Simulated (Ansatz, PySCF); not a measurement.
SbBr2, SMILES [Br][Sb+][Br] (connectivity only; charge and spin as stated), charge +1, multiplicity 1. Atoms are numbered in the order given.

```xyz
3

Sb     0.0000     0.0000     0.8829
Br     0.0000    -1.8941    -0.6576
Br     0.0000     1.8941    -0.6576
```
Charge +1, spin multiplicity 1.

The structure is a stationary point at r2SCAN-D4/def2-SVP. The multiplicity is an assumed one; other spin states were not compared. The isomer is the one that the SMILES or the coordinates give; other isomers of the formula were not compared. The def2 effective core potentials stand for the cores of Sb; spin–orbit coupling is left out.

Two levels are set side by side: PBE-D3(BJ)/def2-SVP (Ansatz, a first-principles code) and r2SCAN-D4/def2-SVP (Ansatz). Each level has its own optimised geometry; the coordinates shown are those of the second. Frequencies come from the Hessian of PySCF at each geometry. Differences are taken from unrounded values.

| quantity | r2SCAN-D4 | PBE-D3(BJ) | PBE-D3(BJ) minus r2SCAN-D4 |
|---|---|---|---|
| mean bond length (Å) | 2.441 | 2.460 | 0.019 |
| bond Sb1–Br2 (Å) | 2.441 | 2.460 | 0.019 |
| bond Sb1–Br3 (Å) | 2.441 | 2.460 | 0.019 |
| highest harmonic wavenumber (cm⁻¹) | 291 | 282 | -9 |
| mean harmonic wavenumber (cm⁻¹) | 223 | 215 | -8 |
| zero-point energy (kcal/mol) | 0.96 | 0.92 | -0.04 |
